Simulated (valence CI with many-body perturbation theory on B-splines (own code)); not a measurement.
Level structure of Hg48+

Computed by relativistic CI+MBPT: four valence electrons over a frozen Dirac-Fock core [Ar] 3d10, radial functions for each j: 11 s, 11 p, 10 d, 8 f, 5 g, 2 h, with the one-electron correlation potential Σ1 (screened to all orders), the two-electron term Σ2, the three-electron term Σ3, Breit, model QED; selected single and double excitations, second order for the rest, scaled by the run's own slope (own B-spline code, finite nucleus).

The last digits are not significant, and no measured levels were compared; by estimate large intervals hold to a few tenths of a per cent, small ones and those within an open d or f shell to about a per cent. Among the levels kept, up to 390 cm⁻¹ of a level comes from second order outside the variational space, and about a tenth of that is noise between levels of different J, which matters for small intervals.

Levels 46 to 90 of 183, with energies above the lowest level, (4s^2 4p1/2^2) J=0. "Leading %" is the weight of the configuration and term that name the level; weights of strongly mixed levels are sums over their largest components and can fall short. In the jj column 3d3/2^4 stands for four electrons in 3d with j = 3/2. Lifetimes count E1, E2, E3, M1 and M2 decay at the calculated energies, and are blank where another channel may lead or the interval is too uncertain; long ones can be off by a factor of two.

| No. | Configuration | Term | J | E (eV) | Leading % | Lifetime | Second component | g | Leading jj |
| --- | --- | --- | --- | --- | --- | --- | --- | --- | --- |
| 46 | 4s4p²4d | ³D | 2 | 586.13 | 28 | 447 fs | 24 % 4s4p²4d ⁵P | 1.418 | 4s 4p1/2 4p3/2 4d3/2 (91 %) |
| 47 | 4s4p²4d | ³D | 1 | 588.38 | 37 | 642 fs | 17 % 4s4p²4d ⁵P | 1.061 | 4s 4p1/2 4p3/2 4d3/2 (93 %) |
| 48 | 4s4p²4d | ⁵D | 4 | 589.58 | 48 | 165 ps | 33 % 4s4p²4d ⁵F | 1.394 | 4s 4p1/2 4p3/2 4d5/2 (99 %) |
| 49 | 4s4p²4d | ³G | 3 | 591.17 | 46 | 640 fs | 21 % 4s4p²4d ¹F | 0.918 | 4s 4p1/2 4p3/2 4d3/2 (89 %) |
| 50 | 4s4p²4d | ³D | 1 | 600.28 | 53 | 386 fs | 12 % 4s4p²4d ³P | 0.948 | 4s 4p1/2 4p3/2 4d3/2 (78 %) |
| 51 | 4s4p²4d | ³G | 5 | 600.80 | 58 | 53.9 ps | 42 % 4s4p²4d ⁵F | 1.277 | 4s 4p1/2 4p3/2 4d5/2 (98 %) |
| 52 | 4s4p²4d | ³P | 2 | 601.83 | 38 | 2.08 ps | 16 % 4s4p²4d ⁵D | 1.361 | 4s 4p1/2 4p3/2 4d5/2 (95 %) |
| 53 | 4s4p²4d | ³P | 0 | 605.60 | 76 | 368 fs | 10 % 4s4p²4d ¹S |  | 4s 4p1/2 4p3/2 4d3/2 (83 %) |
| 54 | 4s4p²4d | ³F | 2 | 607.61 | 35 | 303 fs | 16 % 4s4p²4d ¹D | 0.997 | 4s 4p1/2 4p3/2 4d3/2 (82 %) |
| 55 | 4s4p²4d | ³F | 3 | 608.51 | 40 | 1.80 ps | 17 % 4s4p²4d ⁵D | 1.241 | 4s 4p1/2 4p3/2 4d5/2 (91 %) |
| 56 | 4s4p²4d | ³P | 1 | 613.17 | 46 | 1.03 ps | 21 % 4s4p²4d ³D | 1.190 | 4s 4p1/2 4p3/2 4d5/2 (70 %) |
| 57 | 4s4p²4d | ³D | 3 | 613.96 | 57 | 1.16 ps | 19 % 4s4p²4d ³F | 1.283 | 4s 4p1/2 4p3/2 4d5/2 (90 %) |
| 58 | 4s4p²4d | ¹D | 2 | 615.69 | 38 | 1.45 ps | 13 % 4s4p²4d ³F | 1.119 | 4s 4p1/2 4p3/2 4d5/2 (83 %) |
| 59 | 4s4p²4d | ¹G | 4 | 616.07 | 46 | 2.59 ps | 31 % 4s4p²4d ³F | 1.147 | 4s 4p1/2 4p3/2 4d5/2 (90 %) |
| 60 | 4s4p²4d | ³D | 3 | 622.47 | 39 | 708 fs | 26 % 4s4p²4d ³F | 1.226 | 4s 4p1/2 4p3/2 4d5/2 (93 %) |
| 61 | 4s4p²4d | ³F | 4 | 623.49 | 48 | 950 fs | 35 % 4s4p²4d ³G | 1.159 | 4s 4p1/2 4p3/2 4d5/2 (90 %) |
| 62 | 4s4p²4d | ³D | 1 | 623.99 | 44 | 1.30 ps | 24 % 4s4p²4d ¹P | 0.865 | 4s 4p1/2 4p3/2 4d5/2 (94 %) |
| 63 | 4s4p²4d | ³P | 1 | 630.69 | 32 | 991 fs | 29 % 4s4p²4d ³S | 1.364 | 4s 4p1/2 4p3/2 4d5/2 (96 %) |
| 64 | 4s4p²4d | ³P | 0 | 631.79 | 45 | 939 fs | 43 % 4s4p²4d ¹S |  | 4s 4p1/2 4p3/2 4d5/2 (86 %) |
| 65 | 4s4p²4d | ³D | 2 | 631.95 | 44 | 807 fs | 22 % 4s4p²4d ¹D | 1.164 | 4s 4p1/2 4p3/2 4d5/2 (93 %) |
| 66 | 4s4p²4d | ¹F | 3 | 633.67 | 41 | 656 fs | 18 % 4s4p²4d ³F | 1.063 | 4s 4p1/2 4p3/2 4d5/2 (91 %) |
| 67 | 4s4p²4d | ³P | 2 | 636.29 | 39 | 525 fs | 18 % 4s4p²4d ³F | 1.163 | 4s 4p1/2 4p3/2 4d5/2 (90 %) |
| 68 | 4s²4d² | ³F | 2 | 659.32 | 65 | 236 fs | 20 % 4s²4d² ¹D | 0.793 | 4s^2 4d3/2^2 (88 %) |
| 69 | 4s4p²4f | ³F° | 3 | 661.67 | 27 | 3.73 ps | 15 % 4s4p²4f ⁵G° | 1.071 | 4s 4p1/2^2 4f5/2 (92 %) |
| 70 | 4s4p²4f | ³F° | 2 | 661.73 | 40 | 2.19 ps | 36 % 4s4p²4f ⁵G° | 0.629 | 4s 4p1/2^2 4f5/2 (97 %) |
| 71 | 4s²4d² | ³P | 0 | 668.38 | 64 | 239 fs | 25 % 4s²4d² ¹S |  | 4s^2 4d3/2^2 (88 %) |
| 72 | 4s4p²4f | ³F° | 4 | 671.88 | 35 | 4.24 ps | 20 % 4s4p²4f ⁵D° | 1.266 | 4s 4p1/2^2 4f7/2 (97 %) |
| 73 | 4s4p²4f | ³G° | 3 | 674.38 | 25 | 3.55 ps | 18 % 4s4p²4f ¹F° | 1.008 | 4s 4p1/2^2 4f7/2 (91 %) |
| 74 | 4p⁴ | ³P | 1 | 681.34 | 87 | 388 fs | 9 % 4s4p²4d ¹P | 1.424 | 4p1/2 4p3/2^3 (87 %) |
| 75 | 4p⁴ | ¹D | 2 | 681.38 | 59 | 509 fs | 24 % 4p⁴ ³P | 1.127 | 4p1/2 4p3/2^3 (82 %) |
| 76 | 4s²4d² | ³F | 3 | 683.45 | 73 | 507 fs | 7 % 4s²4p4f ³F | 1.070 | 4s^2 4d3/2 4d5/2 (73 %) |
| 77 | 4s²4d² | ¹G | 4 | 685.22 | 51 | 612 fs | 16 % 4s²4p4f ³G | 1.052 | 4s^2 4d3/2 4d5/2 (65 %) |
| 78 | 4s²4d² | ³P | 2 | 688.05 | 35 | 444 fs | 26 % 4s²4d² ¹D | 1.130 | 4s^2 4d3/2 4d5/2 (78 %) |
| 79 | 4s²4d² | ³P | 1 | 690.61 | 86 | 411 fs | 5 % 4s4p²4d ⁵P | 1.531 | 4s^2 4d3/2 4d5/2 (86 %) |
| 80 | 4s²4p4f | ³F | 3 | 693.68 | 30 | 1.22 ps | 24 % 4s²4p4f ¹F | 1.003 | 4s^2 4p3/2 4f5/2 (70 %) |
| 81 | 4p³4d | ³F° | 2 | 696.23 | 30 | 1.95 ps | 20 % 4p³4d ³D° | 1.017 | 4p1/2^2 4p3/2 4d3/2 (91 %) |
| 82 | 4s²4p4f | ³D | 2 | 697.48 | 40 | 1.86 ps | 36 % 4s²4p4f ³F | 0.984 | 4s^2 4p3/2 4f5/2 (81 %) |
| 83 | 4s²4p4f | ³F | 4 | 697.62 | 55 | 3.23 ps | 22 % 4s²4p4f ³G | 1.176 | 4s^2 4p3/2 4f7/2 (61 %) |
| 84 | 4s²4p4f | ³D | 1 | 699.59 | 92 | 3.22 ps |  | 0.503 | 4s^2 4p3/2 4f5/2 (92 %) |
| 85 | 4p³4d | ³P° | 0 | 700.02 | 58 | 1.71 ps | 25 % 4p³4d ⁵D° |  | 4p1/2^2 4p3/2 4d3/2 (93 %) |
| 86 | 4p³4d | ³D° | 1 | 702.72 | 31 | 1.33 ps | 27 % 4p³4d ³P° | 1.120 | 4p1/2^2 4p3/2 4d3/2 (94 %) |
| 87 | 4s²4p4f | ³D | 3 | 704.41 | 42 | 3.56 ps | 31 % 4s²4p4f ¹F | 1.170 | 4s^2 4p3/2 4f7/2 (91 %) |
| 88 | 4s²4d² | ³F | 4 | 704.91 | 50 | 1.41 ps | 24 % 4s²4p4f ¹G | 1.178 | 4s^2 4d5/2^2 (40 %) |
| 89 | 4s²4p4f | ³G | 5 | 704.98 | 94 | 3.52 ps | 5 % 4s4p²4d ⁵F | 1.205 | 4s^2 4p3/2 4f7/2 (94 %) |
| 90 | 4p³4d | ³F° | 3 | 705.75 | 25 | 1.03 ps | 16 % 4p³4d ³G° | 1.110 | 4p1/2^2 4p3/2 4d3/2 (81 %) |
